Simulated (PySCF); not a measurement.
Sn(H)2(Me)(OMe) (C₂H₈OSn), SMILES C[O][SnH2][CH3].

The structure is a stationary point at B3LYP-D3(BJ)/def2-SVP. The structure was generated by enumeration; whether it is a known compound was not checked. The def2 effective core potentials stand for the cores of Sn; spin–orbit coupling is left out. Other conformers were not sampled.

Calculation: B3LYP-D3(BJ)/def2-SVP in PySCF.

Frequencies are harmonic and unscaled.

```csv
mode,ν (cm⁻¹),IR (km/mol),moving atoms (share of kinetic energy)
1,51,1.9,"H 48 %, C 37 %, O 12 %"
2,66,0.6,"H 84 %, C 10 %"
3,112,0.6,"H 80 %, C 14 %"
4,153,7.5,"H 39 %, O 35 %, C 22 %"
5,209,4.3,"C 30 %, O 30 %, H 29 %, Sn 11 %"
6,367,31.2,H 91 %
7,512,11.6,"C 62 %, H 23 %, Sn 9 %"
8,519,39.3,"H 58 %, C 17 %, O 17 %, Sn 9 %"
9,552,41.5,"O 53 %, H 36 %, Sn 8 %"
10,608,118.4,H 95 %
11,690,112.1,H 99 %
12,763,95.4,"H 83 %, C 16 %"
13,781,44.2,"H 83 %, C 16 %"
14,1123,196.0,"O 49 %, C 43 %"
15,1173,0.6,"H 76 %, C 19 %"
16,1194,4.0,"H 72 %, C 20 %, O 8 %"
17,1212,1.9,"H 82 %, C 18 %"
18,1433,2.0,H 95 %
19,1436,1.4,H 95 %
20,1470,3.8,H 95 %
21,1472,2.1,H 95 %
22,1481,39.2,"H 90 %, C 9 %"
23,1869,172.1,H 99 %
24,1921,163.4,H 99 %
25,2934,105.1,H 97 %
26,2981,75.9,"H 90 %, C 10 %"
27,3047,5.3,H 98 %
28,3050,54.1,"H 91 %, C 9 %"
29,3152,3.3,"H 90 %, C 10 %"
30,3159,2.2,"H 90 %, C 10 %"
```
